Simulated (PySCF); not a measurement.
Isotope clusters of molecular radical cations, worked from isotope masses and abundances (centroid m/z, relative intensity):

1. 114.0287 (100.0), 115.0321 (3.3)
2. 122.0409 (100.0), 123.0443 (4.5)
3. 126.0311 (100.0), 127.0345 (6.7), 128.0360 (0.8)
4. 117.0425 (100.0), 118.0429 (13.9), 119.0397 (7.4), 120.0404 (0.6)

Lines and terms under 0.3 % are left out. Candidates, as SMILES:
A. `C1[Si](C[SiH2]1)(C)N`
B. `C#C/C=C\OCOC=O`
C. `CPCP(C)C`
D. `OC[C@H](F)C(F)F`

Task: Match clusters and compounds, and give each formula.

Result: 
1 = D, C3H5F3O, monoisotopic mass of the neutral 114.0292 u; relative to that species, one 13C gives 3.2 % at +1.
2 = C, C4H12P2, monoisotopic mass of the neutral 122.0414 u; relative to that species, one 13C gives 4.3 % at +1.
3 = B, C6H6O3, monoisotopic mass of the neutral 126.0317 u; relative to that species, one 13C gives 6.5 % at +1 and one 18O gives 0.6 % at +2.
4 = A, C3H11NSi2, monoisotopic mass of the neutral 117.0430 u; relative to that species, one 29Si gives 10.2 % at +1, one 13C gives 3.2 % at +1, one 15N gives 0.4 % at +1 and one 30Si gives 6.7 % at +2.

Task: Weight all lines of cluster 3 by their intensities. What mean results?

Result: 126.110 u over all lines, faint ones too (the ion lacks one electron, 0.0005 u); standard atomic weights give 126.111 g/mol for C6H6O3.

Task: Give the exact less the nominal mass of each, in mDa.

Result: C3H11NSi2 +43.0, C6H6O3 +31.7, C4H12P2 +41.4, C3H5F3O +29.2 (neutral, monoisotopic).

Abundances used (%; other tables differ somewhat): 16O 99.757, 17O 0.038, 18O 0.205; 12C 98.93, 13C 1.07; 1H 99.9885, 2H 0.0115; 28Si 92.2297, 29Si 4.6832, 30Si 3.0872; 14N 99.632, 15N 0.368.

Isomers would give the same cluster, so the cluster fixes the formula at best.

Masses and patterns are calculated from tabulated isotope masses and abundances.
